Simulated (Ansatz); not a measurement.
A structure relaxed at PBE-D4/def2-SVP in Ansatz, charge 0, singlet:

Cartesian coordinates in Å:
```
Re -0.5312 -1.2832 0.7971
Re -0.7616 0.9572 1.0333
Re 0.7616 -0.9572 -1.0333
Re 0.5312 1.2832 -0.7971
```

Question: Give its formula and point group.

Answer: the cluster Re₄. Point group D4h (tolerance 0.1 Å).

Question: Summarise the bond lengths by kind (pairs closer than 1.2 times the sum of covalent radii, bridged metal pairs left out).

Answer: 6 × Re–Re 2.26 to 3.20 Å.

In the def2 sets Re takes a core potential; there is no spin–orbit coupling. The restricted singlet is unstable towards broken spin symmetry in Hartree–Fock (as tested in another run); at PBE-D4/def2-SVP this wasn't settled. At PBE0-D4/def2-TZVP a triplet of charge 0 lies 0.19 eV below the restricted singlet, each at its own geometry. The structure comes from a short search, and lower isomers may exist.
